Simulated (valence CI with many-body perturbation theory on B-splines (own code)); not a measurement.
E1 line list for Hg65+

Method: valence CI with perturbative core correlation (CI+MBPT): five valence electrons over a frozen Dirac-Fock core [Ne], a basis of 9 s, 9 p, 8 d, 6 f, 3 g, 1 h functions for each j, with the one-electron correlation potential Σ1 (screened to all orders), the two-electron term Σ2, the three-electron term Σ3, Breit, model QED; selected single and double excitations, second order for the rest (own B-spline code, finite nucleus).

The last digits are not significant, and no measured levels were compared; by estimate large intervals hold to a few tenths of a per cent, small ones and those within an open d or f shell to about a per cent. Among the levels kept, up to 630 cm⁻¹ of a level comes from second order outside the variational space, and about a tenth of that is noise between levels of different J, which matters for small intervals.

Lines 201 to 225 of 225 in falling wavelength, among levels below 88.180 Ry, chosen from the strongest by gf and those to the six lowest levels. Wavelengths and rates use the calculated energies. Electric multipoles are in the length gauge, E1 and E2 with the static RPA response of the core. Weak lines are less certain than strong ones. Lines between different terms over intervals too small for the method are left out, as are lines whose strength nearly cancels. The highest levels of a list are the least certain.

Levels are named by their leading jj configuration (3d3/2^4 stands for four electrons in 3d with j = 3/2), which in mixed levels can hold well under half, so a name can repeat and another be missing. Letters in brackets count levels of one name in rising energy.

```
λ vac (nm)                               Upper                       Lower   A (s⁻¹)  S (a.u.) with core polarisation  S without
     1.630  (3s^2 3p1/2 3d3/2 3d5/2) J=5/2 [a]  (3s^2 3p1/2^2 3d5/2) J=5/2  2.55e+11                         3.27e-03   3.32e-03
     1.615      (3s^2 3p1/2 3d3/2 3d5/2) J=3/2  (3s^2 3p1/2^2 3d5/2) J=5/2  4.06e+10                         3.38e-04   3.42e-04
     1.610          (3s^2 3p1/2 3d3/2^2) J=5/2  (3s^2 3p1/2^2 3d3/2) J=3/2  4.27e+12                         5.28e-02   5.35e-02
     1.584                (3s^2 3p3/2^3) J=3/2  (3s^2 3p1/2^2 3d3/2) J=3/2  4.09e+09                         3.21e-05   3.25e-05
     1.550  (3s^2 3p1/2 3p3/2 3d3/2) J=5/2 [b]  (3s^2 3p1/2^2 3p3/2) J=3/2  5.79e+12                         6.39e-02   6.48e-02
     1.534  (3s^2 3p1/2 3d3/2 3d5/2) J=5/2 [b]  (3s^2 3p1/2^2 3d5/2) J=5/2  9.23e+12                         9.86e-02   1.00e-01
     1.527  (3s^2 3p1/2 3d3/2 3d5/2) J=7/2 [b]  (3s^2 3p1/2^2 3d5/2) J=5/2  7.27e+12                         1.02e-01   1.04e-01
     1.526  (3s^2 3p1/2 3p3/2 3d3/2) J=1/2 [b]  (3s^2 3p1/2^2 3p3/2) J=3/2  7.97e+12                         2.80e-02   2.84e-02
     1.523  (3s^2 3p1/2 3p3/2 3d3/2) J=3/2 [b]  (3s^2 3p1/2^2 3p3/2) J=3/2  1.16e+13                         8.09e-02   8.20e-02
     1.518          (3s^2 3p1/2 3d3/2^2) J=1/2  (3s^2 3p1/2^2 3d3/2) J=3/2  7.49e+12                         2.58e-02   2.62e-02
     1.511          (3s^2 3p1/2 3d3/2^2) J=3/2  (3s^2 3p1/2^2 3d3/2) J=3/2  1.15e+13                         7.85e-02   7.96e-02
     1.490  (3s 3p1/2^2 3p3/2 3d5/2) J=5/2 [a]  (3s^2 3p1/2^2 3d3/2) J=3/2  3.19e+08                         3.12e-06   3.16e-06
     1.468  (3s 3p1/2^2 3p3/2 3d5/2) J=3/2 [a]  (3s^2 3p1/2^2 3d3/2) J=3/2  6.25e+11                         3.91e-03   3.96e-03
     1.426      (3s 3p1/2^2 3p3/2 3d5/2) J=1/2  (3s^2 3p1/2^2 3d3/2) J=3/2  1.18e+10                         3.37e-05   3.41e-05
     1.419  (3s 3p1/2^2 3p3/2 3d5/2) J=5/2 [b]  (3s^2 3p1/2^2 3d3/2) J=3/2  8.03e+07                         6.80e-07   6.97e-07
     1.415  (3s 3p1/2^2 3p3/2 3d5/2) J=3/2 [b]  (3s^2 3p1/2^2 3d3/2) J=3/2  1.20e+10                         6.68e-05   6.77e-05
     1.401  (3s^2 3p1/2 3p3/2 3d5/2) J=3/2 [a]  (3s^2 3p1/2^2 3p3/2) J=3/2  4.09e+10                         2.22e-04   2.25e-04
     1.395  (3s^2 3p1/2 3p3/2 3d5/2) J=5/2 [a]  (3s^2 3p1/2^2 3p3/2) J=3/2  1.85e+10                         1.49e-04   1.51e-04
     1.389  (3s^2 3p1/2 3d3/2 3d5/2) J=5/2 [a]  (3s^2 3p1/2^2 3d3/2) J=3/2  4.37e+08                         3.47e-06   3.53e-06
     1.378      (3s^2 3p1/2 3d3/2 3d5/2) J=3/2  (3s^2 3p1/2^2 3d3/2) J=3/2  5.18e+10                         2.68e-04   2.72e-04
     1.374      (3s^2 3p1/2 3d3/2 3d5/2) J=1/2  (3s^2 3p1/2^2 3d3/2) J=3/2  1.03e+07                         2.63e-08   2.69e-08
     1.364  (3s^2 3p1/2 3p3/2 3d5/2) J=5/2 [b]  (3s^2 3p1/2^2 3p3/2) J=3/2  7.86e+08                         5.90e-06   5.99e-06
     1.346  (3s^2 3p1/2 3p3/2 3d5/2) J=3/2 [b]  (3s^2 3p1/2^2 3p3/2) J=3/2  4.91e+10                         2.36e-04   2.40e-04
     1.340      (3s^2 3p1/2 3p3/2 3d5/2) J=1/2  (3s^2 3p1/2^2 3p3/2) J=3/2  7.45e+10                         1.77e-04   1.79e-04
     1.319  (3s^2 3p1/2 3d3/2 3d5/2) J=5/2 [b]  (3s^2 3p1/2^2 3d3/2) J=3/2  2.79e+09                         1.89e-05   1.92e-05
```
